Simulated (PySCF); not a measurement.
Si(H)(Br)2(Et), SMILES CC[SiH](Br)Br, singlet, PBE0/def2-SVP optimised geometry.

```
11

Si    -0.25    -1.43     0.00
Br    -0.98    -2.51     1.81
Br     1.98    -1.43     0.00
C     -0.88     0.33     0.00
C     -0.47     1.19     1.19
H     -0.69    -2.20    -1.19
H     -0.54     0.78    -0.95
H     -1.98     0.25    -0.07
H      0.63     1.28     1.25
H     -0.89     2.20     1.11
H     -0.82     0.76     2.14
```

Density from PySCF with PBE0/def2-TZVP at that geometry.

Minimum of the electron density along straight lines between bonded atoms, close to the bond critical point (lines longer than 1.1 times the sum of covalent radii, or with two minima, are not listed):

```json
[
 {"bond": "Si1–Br2", "length / Å": "2.229", "ρ at the minimum / e bohr⁻³": "0.089", "∇²ρ there / e bohr⁻⁵": "0.07", "position (fraction from the first atom)": "0.35"},
 {"bond": "Si1–Br3", "length / Å": "2.229", "ρ at the minimum / e bohr⁻³": "0.089", "∇²ρ there / e bohr⁻⁵": "0.07", "position (fraction from the first atom)": "0.35"},
 {"bond": "Si1–C4", "length / Å": "1.870", "ρ at the minimum / e bohr⁻³": "0.127", "∇²ρ there / e bohr⁻⁵": "0.14", "position (fraction from the first atom)": "0.39"},
 {"bond": "C4–C5", "length / Å": "1.525", "ρ at the minimum / e bohr⁻³": "0.241", "∇²ρ there / e bohr⁻⁵": "-0.58", "position (fraction from the first atom)": "0.51"},
 {"bond": "Si1–H6", "length / Å": "1.486", "ρ at the minimum / e bohr⁻³": "0.125", "∇²ρ there / e bohr⁻⁵": "0.13", "position (fraction from the first atom)": "0.49"},
 {"bond": "C4–H7", "length / Å": "1.105", "ρ at the minimum / e bohr⁻³": "0.266", "∇²ρ there / e bohr⁻⁵": "-0.87", "position (fraction from the first atom)": "0.64"},
 {"bond": "C4–H8", "length / Å": "1.105", "ρ at the minimum / e bohr⁻³": "0.266", "∇²ρ there / e bohr⁻⁵": "-0.87", "position (fraction from the first atom)": "0.64"},
 {"bond": "C5–H9", "length / Å": "1.101", "ρ at the minimum / e bohr⁻³": "0.273", "∇²ρ there / e bohr⁻⁵": "-0.92", "position (fraction from the first atom)": "0.64"},
 {"bond": "C5–H10", "length / Å": "1.101", "ρ at the minimum / e bohr⁻³": "0.272", "∇²ρ there / e bohr⁻⁵": "-0.91", "position (fraction from the first atom)": "0.64"},
 {"bond": "C5–H11", "length / Å": "1.101", "ρ at the minimum / e bohr⁻³": "0.273", "∇²ρ there / e bohr⁻⁵": "-0.92", "position (fraction from the first atom)": "0.64"}
]
```
